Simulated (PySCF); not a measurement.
InF and its ions

PBE; In def2-TZVPPD with ECP28, F def2-TZVPPD; scalar-relativistic core potentials (PySCF 2.14). Neutral (UKS): singlet (closed shell), Re = 2.026 Å, ωe = 493 cm⁻¹, De = 5.81 eV, HOMO -6.57 eV, LUMO -2.31 eV.

InF⁺ (UKS): doublet (σ ↑), Re = 1.945 Å, ωe = 533 cm⁻¹, De = 1.41 eV to In⁺ + F. The energies at the minima are -290.00143 hartree for InF and -289.63456 for InF⁺.

(1) Work out the adiabatic ionisation energy, without and with harmonic zero-point energies (1 hartree = 27.2114 eV, 1 eV = 8065.5 cm⁻¹), and the change of the bond length.

InF⁻ (UKS): doublet (π ↑), Re = 2.112 Å, ωe = 389 cm⁻¹, De = 2.25 eV to In + F⁻. The energies at the minima are -290.00143 hartree for InF and -290.00540 for InF⁻.

(2) Work out the adiabatic electron affinity, without and with harmonic zero-point energies (1 hartree = 27.2114 eV, 1 eV = 8065.5 cm⁻¹), and the change of the bond length.

Spin–orbit coupling is left out, which matters for elements this heavy, above all for dissociation energies. For an ion De counts to the pair picked by the measured ionisation energies or electron affinities, which need not be the lowest pair at this level. The highest Kohn–Sham level is positive in this anion. Much of that is self-interaction error, but it also means that the finite basis helps to hold the extra electron. States were picked by a PBE0 search and need not be the measured ground states.

Answers

(1) At PBE: 0.36687 hartree = 9.983 eV between the minima; the zero-point term (533.0 − 493.0)/2 cm⁻¹ = +0.002 eV makes it 9.986 eV. Re changes by -8.1 pm against the neutral. Minus the HOMO energy is 6.57 eV, -3.41 eV from the value between the minima; self-interaction puts the Kohn–Sham level too high, less so with exact exchange. The electron leaves a σ orbital; in so polar a molecule the change of length follows mostly from the change of the ionic charges.

(2) At PBE: 0.00397 hartree = 0.108 eV between the minima; the zero-point term (493.0 − 389.0)/2 cm⁻¹ = +0.006 eV makes it 0.114 eV. Re changes by +8.6 pm against the neutral. The electron enters a π orbital; in so polar a molecule the change of length follows mostly from the change of the ionic charges.
